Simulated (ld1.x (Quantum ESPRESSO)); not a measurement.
# Br (Z = 35), RRKJ: configuration errors across variants

* Element: Br
* Generator: ld1.x (Quantum ESPRESSO) 7.5
* Type: norm-conserving RRKJ (Kleinman–Bylander form)
* Functional: LDA (PZ)
* Relativity: scalar-relativistic
* Frozen core: [Ar]
* Valence charge: 17
* Reference configuration: 3d10 4s1.75 4p5.25
* Partial waves: 4p (bound): rc 1.80 bohr; 3d (bound): rc 0.80 bohr; 4s (bound): rc 1.00 bohr
* Local potential: the s channel
* Core correction: none

All-electron excitation energies from the reference (eV): (1) 3d10 4s2 4p5 -3.085; (2) 3d10 4s2 4p4 9.623; (3) 3d10 4s2 4p3 32.567; (4) 3d10 4s2 4p2 66.788; (5) 3d9 4s2 4p5 75.654; (6) 3d10 4s2 4p4.5 2.065; (7) 3d10 4s2 4p5.3 -5.092; (8) 3d10 4s1.75 4p5.25 spin -0.161; (9) 3d10 4s2 4p5 spin -3.236.

Spin tests fill each open shell by Hund’s rule, majority spin first.

3 further variants failed, have other tests or too few solved ones, and are left out.

A true bound ghost makes a file unfit for plane-wave use even where its test errors are small: the radial tests pick states by their node count and pass the ghost by.

Errors AE − PS in meV (a dash: test not solved or not reliable):

| change | (1) | (2) | (3) | (4) | (5) | (6) | (7) | (8) | (9) | bound ghosts |
| --- | --- | --- | --- | --- | --- | --- | --- | --- | --- | --- |
| base | -1.0 | -8.1 | -21 | -13 | -316 | -3.1 | -1.0 | +7.4 | +5.4 | p |
| core correction a·sin(br)/r model core inside 0.36 bohr | -1.3 | -9.2 | -26 | -30 | -482 | -3.6 | -1.3 | +3.0 | +2.1 | p |
| wave 4s (bound): rc 1.00 bohr becomes 4s (bound): rc 1.12 bohr | -0.7 | -12 | -44 | -68 | -1390 | -2.9 | -1.8 | +7.3 | +5.6 | p |
| wave 3d (bound): rc 0.80 bohr becomes 3d (bound): rc 1.16 bohr | -0.9 | -7.3 | -18 | -5.0 | +468 | -2.8 | -1.0 | +7.2 | +5.2 | p |
| all radii scaled by about 0.94 (s 0.94, p 1.70, d 0.76 bohr) | -1.0 | -7.5 | -13 | +8.6 | +725 | -3.5 | -0.4 | +8.1 | +5.8 | p |

(1) Give the same row for: wave 4p (bound): rc 1.80 bohr becomes 4p (bound): rc 1.62 bohr.

Results:

(1) -1.0, -8.5, -23, -20, -312, -3.2, -1.0, +7.5, +5.5; bound ghosts: p.
